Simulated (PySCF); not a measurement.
Compound: C3H8O2SSi.
Atom-mapped SMILES: `[CH3:1][O:2][C:3](=[O:4])[SiH2:5][S:6][CH3:7]` (hydrogens: H8, H9, H10 on C1; H11, H12 on Si5; H13, H14, H15 on C7)

Jobs on this species (15 atoms, 72 electrons) with PySCF (density fitting). Hardware of each: an Arm Neoverse V2 with one thread, no GPU, shared host. Times come from a shared host and carry two figures at best. Peak memory is the resident size of the whole Python process, interpreter and libraries included.

```tsv
level and settings	work	basis functions	SCF cycles	wall time	peak memory
PBE0/pcSseg-1	shieldings, charges and field gradients	173	?	?	?
PBE0/def2-SVPD	10 singlets by full TDDFT, 4 Tamm–Dancoff triplets, polarisability, ΔSCF ions	221	?	?	?
WP04/pcSseg-1	shieldings	173	15	19 s	0.78 GiB
PBE0-D3(BJ)/def2-SVP, grid level 1	geometry optimisation from a GFN2-xTB start shaken at random	146	81	1.7 min	0.57 GiB
```

Task: Fill in the missing figures.

Result: 
- PBE0/pcSseg-1; shieldings, charges and field gradients: 23 s, 0.82 GiB, 14 SCF cycles
- PBE0/def2-SVPD; 10 singlets by full TDDFT, 4 Tamm–Dancoff triplets, polarisability, ΔSCF ions: 2.2 min, 0.89 GiB, 14 SCF cycles

Task: What do all jobs in the table cost together?

Result: About 4.6 min; the longest takes about 48 % of that, and about 6.9 times as long as the shortest.
